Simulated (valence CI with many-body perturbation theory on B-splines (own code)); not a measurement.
Forbidden lines of Hg38+

Computed by relativistic CI+MBPT: six valence electrons over a frozen Dirac-Fock core [Kr], radial functions for each j: 7 s, 7 p, 8 d, 6 f, 4 g, 1 h, with the one-electron correlation potential Σ1 (screened to all orders), the two-electron term Σ2, the three-electron term Σ3, Breit, model QED; selected single and double excitations, second order for the rest, scaled by the run's own slope (own B-spline code, finite nucleus).

The last digits are not significant, and no measured levels were compared; by estimate large intervals hold to a few tenths of a per cent, small ones and those within an open d or f shell to about a per cent. Core correlation moves these levels by up to 10000 cm⁻¹, and in measured spectra 5 to 20 % of such shifts remained as error; rates that hang on mixing are uncertain with them. Among the levels kept, up to 720 cm⁻¹ of a level comes from second order outside the variational space, and about a tenth of that is noise between levels of different J, which matters for small intervals. Only levels of the ground parity were solved; by the run's estimate the other parity begins above the list, which can be wrong where configurations are misplaced.

Lines 1 to 50 of 112 in falling wavelength, among levels below 114.62 eV, chosen from the decays that carry over 1 % of a level's rate. Wavelengths and rates use the calculated energies. Electric multipoles are in the length gauge with retardation, E1 and E2 with the static RPA response of the core. M1 uses the relativistic operator with retardation. S is in atomic units (e²a₀⁴ for E2 and M2, e²a₀⁶ for E3), for M1 in squared Bohr magnetons. Weak lines are less certain than strong ones. Lines between different terms over intervals too small for the method are left out, as are lines whose strength nearly cancels. The highest levels of a list are the least certain.

Levels are named by their leading jj configuration (3d3/2^4 stands for four electrons in 3d with j = 3/2), which in mixed levels can hold well under half, so a name can repeat and another be missing. Letters in brackets count levels of one name in rising energy.

```tsv
λ vac (Å)	Upper	Lower	Type	A (s⁻¹)	S (a.u.)
40880	(4d3/2^3 4d5/2^3) J=6	(4d3/2^3 4d5/2^3) J=5	M1	8.64e-02	2.84e+00
4068	(4d3/2^4 4d5/2^2) J=2	(4d3/2^4 4d5/2^2) J=4	E2	4.34e-03	2.16e-02
2205	(4d3/2^3 4d5/2^3) J=2 [b]	(4d3/2^3 4d5/2^3) J=3 [b]	M1	5.63e+02	1.12e+00
2166	(4d3/2^3 4d5/2^3) J=4 [b]	(4d3/2^3 4d5/2^3) J=3 [b]	M1	2.23e+02	7.55e-01
1725	(4d3/2^3 4d5/2^3) J=3 [c]	(4d3/2^3 4d5/2^3) J=2 [a]	M1	5.53e+02	7.37e-01
1675	(4d3/2^4 4d5/2^2) J=0	(4d3/2^4 4d5/2^2) J=2	E2	1.31e+00	1.54e-02
1624	(4d3/2^3 4d5/2^3) J=3 [b]	(4d3/2^3 4d5/2^3) J=3 [a]	M1	1.14e+03	1.26e+00
1385	(4d3/2^3 4d5/2^3) J=4 [b]	(4d3/2^3 4d5/2^3) J=5	M1	4.80e+02	4.26e-01
1365	(4d3/2^3 4d5/2^3) J=0	(4d3/2^3 4d5/2^3) J=1 [a]	M1	4.71e+03	4.44e-01
1135	(4d3/2^3 4d5/2^3) J=1 [b]	(4d3/2^3 4d5/2^3) J=1 [a]	M1	2.29e+03	3.72e-01
1103	(4d3/2^3 4d5/2^3) J=2 [b]	(4d3/2^3 4d5/2^3) J=1 [a]	M1	4.14e+02	1.03e-01
992.4	(4d3/2^3 4d5/2^3) J=4 [b]	(4d3/2^3 4d5/2^3) J=4 [a]	M1	1.39e+03	4.52e-01
935.2	(4d3/2^3 4d5/2^3) J=2 [b]	(4d3/2^3 4d5/2^3) J=3 [a]	M1	4.20e+03	6.37e-01
857.5	(4d3/2^2 4d5/2^4) J=0 [a]	(4d3/2^3 4d5/2^3) J=1 [b]	M1	7.48e+03	1.75e-01
836.8	(4d3/2^3 4d5/2^3) J=1 [a]	(4d3/2^4 4d5/2^2) J=0	M1	1.83e+04	1.19e+00
739.4	(4d3/2^2 4d5/2^4) J=3 [a]	(4d3/2^3 4d5/2^3) J=2 [b]	M1	7.24e+03	7.59e-01
709.0	(4d3/2^2 4d5/2^4) J=5	(4d3/2^3 4d5/2^3) J=4 [b]	M1	1.91e+04	2.78e+00
623.8	(4d3/2^2 4d5/2^4) J=3 [b]	(4d3/2^3 4d5/2^3) J=4 [b]	M1	3.51e+04	2.21e+00
620.6	(4d3/2^2 4d5/2^4) J=3 [b]	(4d3/2^3 4d5/2^3) J=2 [b]	M1	6.64e+03	4.12e-01
613.7	(4d3/2^3 4d5/2^3) J=3 [a]	(4d3/2^4 4d5/2^2) J=2	M1	4.25e+04	2.55e+00
596.8	(4d3/2^2 4d5/2^4) J=1	(4d3/2^3 4d5/2^3) J=2 [b]	M1	3.26e+04	7.70e-01
587.7	(4d3/2^2 4d5/2^4) J=1	(4d3/2^3 4d5/2^3) J=1 [b]	M1	3.88e+04	8.75e-01
583.8	(4d3/2 4d5/2^5) J=3	(4d3/2^2 4d5/2^4) J=4 [c]	M1	3.93e+04	2.03e+00
582.2	(4d3/2^2 4d5/2^4) J=4 [b]	(4d3/2^3 4d5/2^3) J=3 [c]	M1	7.31e+03	4.81e-01
581.6	(4d3/2^2 4d5/2^4) J=4 [a]	(4d3/2^3 4d5/2^3) J=3 [b]	M1	1.03e+04	6.76e-01
561.7	(4d3/2^2 4d5/2^4) J=4 [b]	(4d3/2^3 4d5/2^3) J=4 [b]	M1	1.81e+03	1.07e-01
558.1	(4d3/2^3 4d5/2^3) J=1 [a]	(4d3/2^4 4d5/2^2) J=2	M1	1.75e+05	3.39e+00
557.2	(4d3/2 4d5/2^5) J=2	(4d3/2^2 4d5/2^4) J=2 [c]	M1	2.28e+04	7.32e-01
553.9	(4d3/2^2 4d5/2^4) J=0 [b]	(4d3/2^2 4d5/2^4) J=1	M1	1.40e+04	8.83e-02
553.7	(4d3/2^2 4d5/2^4) J=3 [a]	(4d3/2^3 4d5/2^3) J=3 [b]	M1	1.38e+04	6.08e-01
553.5	(4d3/2^2 4d5/2^4) J=2 [b]	(4d3/2^3 4d5/2^3) J=2 [b]	M1	6.94e+03	2.18e-01
545.7	(4d3/2^2 4d5/2^4) J=2 [b]	(4d3/2^3 4d5/2^3) J=1 [b]	M1	3.11e+03	9.37e-02
540.6	(4d3/2^2 4d5/2^4) J=1	(4d3/2^3 4d5/2^3) J=0	M1	4.89e+04	8.59e-01
537.4	(4d3/2 4d5/2^5) J=3	(4d3/2^2 4d5/2^4) J=2 [c]	M1	6.53e+04	2.63e+00
537.2	(4d3/2^2 4d5/2^4) J=3 [a]	(4d3/2^3 4d5/2^3) J=2 [a]	M1	3.94e+04	1.58e+00
533.3	(4d3/2^3 4d5/2^3) J=3 [a]	(4d3/2^4 4d5/2^2) J=4	M1	1.32e+05	5.18e+00
515.8	(4d3/2^2 4d5/2^4) J=2 [a]	(4d3/2^3 4d5/2^3) J=1 [a]	M1	8.85e+04	2.25e+00
514.1	(4d3/2^3 4d5/2^3) J=4 [a]	(4d3/2^4 4d5/2^2) J=4	M1	1.63e+05	7.37e+00
505.2	(4d3/2^2 4d5/2^4) J=4 [a]	(4d3/2^3 4d5/2^3) J=5	M1	4.70e+04	2.02e+00
488.5	(4d3/2^2 4d5/2^4) J=0 [a]	(4d3/2^3 4d5/2^3) J=1 [a]	M1	4.34e+05	1.88e+00
484.3	(4d3/2^2 4d5/2^4) J=3 [b]	(4d3/2^3 4d5/2^3) J=3 [b]	M1	8.38e+04	2.47e+00
481.7	(4d3/2^3 4d5/2^3) J=1 [b]	(4d3/2^4 4d5/2^2) J=0	M1	7.03e+04	8.75e-01
476.0	(4d3/2^2 4d5/2^4) J=2 [a]	(4d3/2^3 4d5/2^3) J=3 [a]	M1	3.01e+05	6.02e+00
474.4	(4d3/2^2 4d5/2^4) J=5	(4d3/2^3 4d5/2^3) J=6	M1	1.01e+05	4.39e+00
471.6	(4d3/2^2 4d5/2^4) J=3 [b]	(4d3/2^3 4d5/2^3) J=2 [a]	M1	5.46e+04	1.49e+00
470.8	(4d3/2^2 4d5/2^4) J=2 [c]	(4d3/2^3 4d5/2^3) J=3 [c]	M1	8.73e+04	1.69e+00
469.0	(4d3/2^2 4d5/2^4) J=5	(4d3/2^3 4d5/2^3) J=5	M1	5.18e+04	2.18e+00
458.1	(4d3/2 4d5/2^5) J=2	(4d3/2^2 4d5/2^4) J=2 [b]	M1	7.16e+04	1.28e+00
457.8	(4d3/2^2 4d5/2^4) J=1	(4d3/2^3 4d5/2^3) J=2 [a]	M1	3.42e+04	3.64e-01
456.7	(4d3/2^3 4d5/2^3) J=2 [a]	(4d3/2^4 4d5/2^2) J=2	M1	1.12e+05	1.98e+00
```
